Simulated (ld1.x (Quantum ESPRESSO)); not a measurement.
## Logarithmic derivatives: ruthenium, ultrasoft

* Element: Ru
* Generator: ld1.x (Quantum ESPRESSO) 7.5
* Type: ultrasoft
* Functional: PBE
* Relativity: scalar-relativistic
* Frozen core: [Kr]
* Valence charge: 8
* Reference configuration: 4d7 5s0 5p1
* Partial waves: 5s (bound, empty): rcut 2.05, rcutus 2.35 bohr; 5s channel at 0.45 Ry: rcut 2.05, rcutus 2.35 bohr; 5p (bound): rcut 2.75, rcutus 3.35 bohr; 5p channel at 0.55 Ry: rcut 2.75, rcutus 3.35 bohr; 4d (bound): rcut 1.30, rcutus 1.40 bohr; 4d channel at 3.7 Ry: rcut 1.30, rcutus 1.40 bohr
* Local potential: all-electron potential smoothed inside 1.15 bohr (lloc = -1)
* Core correction: a·sin(br)/r model core inside 0.95 bohr
* Augmentation charge: PSQ, inside the norm-conserving radii

The phase is arctan(r·u′/u) with u = r·R(r), unwrapped; energies in Ry, scanned from -2 to 5 Ry. A pole is an energy at which the radial function vanishes at the test radius. The pseudo phase is shifted by a multiple of π to meet the all-electron one at the reference energy, and phase errors are pseudo minus all-electron; the curves can meet again beyond the range given. Levels narrower than the energy grid can be missing from the lists of poles.

| channel | radius (bohr) | reference energy (Ry) | poles, all-electron | poles, pseudo | unbroken range about the reference energy with phases within 0.05 rad | phase error 1 Ry above the reference energy (rad) |
| --- | --- | --- | --- | --- | --- | --- |
| s | 3.66 | -0.39 | 0.21, 4.27 | 0.21, 4.34 | the whole range | -0.000 |
| p | 3.66 | -0.13 | 0.93 | 0.93, 4.31 | below 2.3 | -0.000 |
| d | 3.66 | -0.50 | -0.43, 2.32 | -0.43, 2.32 | the whole range | +0.000 |

Note: ghost state, extra bound levels that the all-electron valence spectrum of the same l lacks: p at -249.8 eV (s not tested). A true bound ghost makes a file unfit for plane-wave use. Its overlap operator is not positive definite in a basis up to 400 Ry (lowest eigenvalue s -0.09), so the file is unfit for use: the generalised eigenproblem breaks down once the basis is large enough, and its test numbers describe a broken file.

Phases in the s channel:

```json
{"E (Ry)": "-2.00", "all-electron": "1.341", "pseudo": "1.341"}
{"E (Ry)": "-1.76", "all-electron": "1.317", "pseudo": "1.317"}
{"E (Ry)": "-1.52", "all-electron": "1.284", "pseudo": "1.283"}
{"E (Ry)": "-1.28", "all-electron": "1.232", "pseudo": "1.232"}
{"E (Ry)": "-1.04", "all-electron": "1.142", "pseudo": "1.141"}
{"E (Ry)": "-0.80", "all-electron": "0.932", "pseudo": "0.932"}
{"E (Ry)": "-0.56", "all-electron": "0.166", "pseudo": "0.165"}
{"E (Ry)": "-0.32", "all-electron": "-1.063", "pseudo": "-1.064"}
{"E (Ry)": "-0.08", "all-electron": "-1.417", "pseudo": "-1.417"}
{"E (Ry)": "0.16", "all-electron": "-1.550", "pseudo": "-1.551"}
{"E (Ry)": "0.40", "all-electron": "-1.628", "pseudo": "-1.628"}
{"E (Ry)": "0.64", "all-electron": "-1.689", "pseudo": "-1.689"}
{"E (Ry)": "0.88", "all-electron": "-1.748", "pseudo": "-1.749"}
{"E (Ry)": "1.12", "all-electron": "-1.820", "pseudo": "-1.820"}
{"E (Ry)": "1.36", "all-electron": "-1.924", "pseudo": "-1.925"}
{"E (Ry)": "1.60", "all-electron": "-2.118", "pseudo": "-2.119"}
{"E (Ry)": "1.84", "all-electron": "-2.594", "pseudo": "-2.593"}
{"E (Ry)": "2.08", "all-electron": "-3.569", "pseudo": "-3.562"}
{"E (Ry)": "2.32", "all-electron": "-4.160", "pseudo": "-4.154"}
{"E (Ry)": "2.56", "all-electron": "-4.388", "pseudo": "-4.383"}
{"E (Ry)": "2.80", "all-electron": "-4.499", "pseudo": "-4.495"}
{"E (Ry)": "3.04", "all-electron": "-4.565", "pseudo": "-4.561"}
{"E (Ry)": "3.28", "all-electron": "-4.609", "pseudo": "-4.606"}
{"E (Ry)": "3.52", "all-electron": "-4.642", "pseudo": "-4.638"}
{"E (Ry)": "3.76", "all-electron": "-4.668", "pseudo": "-4.665"}
{"E (Ry)": "4.00", "all-electron": "-4.691", "pseudo": "-4.686"}
{"E (Ry)": "4.24", "all-electron": "-4.710", "pseudo": "-4.705"}
{"E (Ry)": "4.48", "all-electron": "-4.728", "pseudo": "-4.722"}
{"E (Ry)": "4.72", "all-electron": "-4.745", "pseudo": "-4.738"}
{"E (Ry)": "4.96", "all-electron": "-4.763", "pseudo": "-4.755"}
```
